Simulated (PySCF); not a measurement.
PySCF input file for Si(Me)2(Cl)2 (C2H6Cl2Si), SMILES C[Si](C)(Cl)Cl, C-PCM-M06-2X/def2-SVP. Geometry: r2SCAN-D4/def2-SVP. The isomer is the one that the SMILES or the coordinates give; other isomers of the formula were not compared.

```python
import numpy as np
from pyscf import gto, scf, dft
from pyscf.solvent import pcm

mol = gto.M(
    atom='''
    C     0.00000001    1.56206897    1.34228551
    Si    0.00000000   -0.00000000    0.33739076
    C    -0.00000001   -1.56206898    1.34228550
    Cl    1.68002885   -0.00000000   -0.88650012
    Cl   -1.68002886    0.00000001   -0.88650012
    H    -0.89446866    1.60816420    1.98406865
    H     0.00000001    2.44635236    0.68691638
    H     0.89446868    1.60816419    1.98406865
    H    -0.00000001   -2.44635236    0.68691638
    H    -0.89446867   -1.60816419    1.98406864
    H     0.89446867   -1.60816420    1.98406865
    ''',
    basis='def2-SVP',
    charge=0,
    spin=0,
    max_memory=1600,
    verbose=3,
)
mf = dft.RKS(mol, xc='m06-2x').density_fit(auxbasis='def2-universal-jkfit')
mf.grids.level = 4
mf.conv_tol = 1e-9
mf.max_cycle = 100
mf.kernel()
res = {}
for name, eps in {'water': 78.355, 'benzene': 2.2706, 'dimethylsulfoxide': 46.826}.items():
    s = mf.PCM()
    s.with_solvent.method, s.with_solvent.eps, s.with_solvent.lebedev_order = 'C-PCM', eps, 29
    s.kernel(mf.make_rdm1())
    res[name] = (s.e_tot, eps, s.dip_moment(), s.mo_energy, s.converged)
    print(f'{name}: electrostatic solvation free energy {(s.e_tot - mf.e_tot) * 627.509474:.3f} kcal/mol')
```

Log of the run:

```
converged SCF energy = -1289.3261482789

WARN: PCM is an experimental feature. It is still in testing.
Features and APIs may be changed in the future.

converged SCF energy = -1289.33126185824
Dipole moment(X, Y, Z, Debye):  0.00000,  0.00000,  3.29038
water: electrostatic solvation free energy -3.209 kcal/mol

WARN: PCM is an experimental feature. It is still in testing.
Features and APIs may be changed in the future.

converged SCF energy = -1289.32886096222
Dipole moment(X, Y, Z, Debye):  0.00000,  0.00000,  2.92546
benzene: electrostatic solvation free energy -1.702 kcal/mol

WARN: PCM is an experimental feature. It is still in testing.
Features and APIs may be changed in the future.

converged SCF energy = -1289.33121015914
Dipole moment(X, Y, Z, Debye):  0.00000,  0.00000,  3.28220
dimethylsulfoxide: electrostatic solvation free energy -3.176 kcal/mol
```

The calculation finished and met its thresholds.
